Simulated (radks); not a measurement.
Values are calculated unless marked as measured or tabulated.
Q: Species: Re4+. Configuration: [Xe] 4f14 5d3. Code: a radial shooting solver on a logarithmic mesh with Libxc functionals. Model: Dirac Kohn-Sham, exchange-only PBE, spin-unpolarised, spherical densities, finite nucleus; open shells fill j = l - 1/2 first; Fermi nuclear charge, rms radius 5.3698 fm. Some entries of the table are withheld. Estimate them.

orbital,occ.,eigenvalue (eV),<r> (bohr)
1s1/2,2,-71576.97,(1)
2s1/2,2,-12437.85,0.07559
2p1/2,2,(2),(3)
2p3/2,4,(4),(5)
3s1/2,2,-2912.221,0.1969
3p1/2,2,-2674.153,0.1870
3p3/2,4,-2361.501,0.2019
3d3/2,4,-1960.719,0.1765
3d5/2,6,-1892.839,0.1811
4s1/2,2,-641.4483,0.4405
4p1/2,2,-542.0267,0.4450
4p3/2,4,-469.0648,0.4785
4d3/2,4,(6),0.4934
4d5/2,6,(7),0.5048
5s1/2,2,-127.4590,1.030
5p1/2,2,-97.0818,1.122
4f5/2,6,-86.3858,0.5745
5p3/2,4,-85.7380,1.216
4f7/2,8,-83.8681,0.5831
5d3/2,3,-45.1486,1.595
5d5/2,0,-43.9407,1.635
6s1/2,0,-38.9217,2.420
6p1/2,0,-31.4419,2.739
6p3/2,0,-29.5083,2.902

A: 
(1) 1s1/2 <r> (bohr): 0.01804
(2) 2p1/2 eigenvalue (eV): -11905.85
(3) 2p1/2 <r> (bohr): 0.06246
(4) 2p3/2 eigenvalue (eV): -10466.14
(5) 2p3/2 <r> (bohr): 0.07054
(6) 4d3/2 eigenvalue (eV): -305.6277
(7) 4d5/2 eigenvalue (eV): -292.1459
